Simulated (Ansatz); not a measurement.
A made-up structure of SiHTeO (charge +1), singlet:

```csv
atom,x (Å),y (Å),z (Å)
O1,1.1115,0.5883,0.5273
Si2,-0.4066,0.1572,-0.2912
Te3,0.7583,-1.8145,0.9450
H4,-1.4631,1.0690,-1.1811
```

It is relaxed with PBE-D4/def2-SVP and then PBE0-D4/def2-TZVP (Ansatz 0.2.0). Atoms count as bonded within 1.22 times the sum of their covalent radii (H–H: 0.88 Å). The end point is not checked to be a true minimum.

(1) Does its bonding change? (Judge from chemistry; the calculation decides.)

Answers

(1) By the calculation: No: no bond forms or breaks.

Where it ends: The first stage lowers the energy by 0.80 eV in 5 steps. It ends as SiHTeO ([O]1[SiH][Te]1), total charge +1:
O1  (0.992, 0.525, 0.471)
Si2  (-0.363, 0.140, -0.260)
Te3  (0.677, -1.620, 0.844)
H4  (-1.306, 0.955, -1.055)
(Å)

Labels in which every atom is bracketed show which atoms are joined, not bond orders.

For scale, one of the runs: PBE0-D4/def2-TZVP relaxation, 124 basis functions, launched by `ansatz run in.yaml --threads 2 --pin off --events-out ev --progress --plain --max-ram 4352MiB`. The run took about 29 s on 2 CPU threads of an Intel Xeon (shared host).
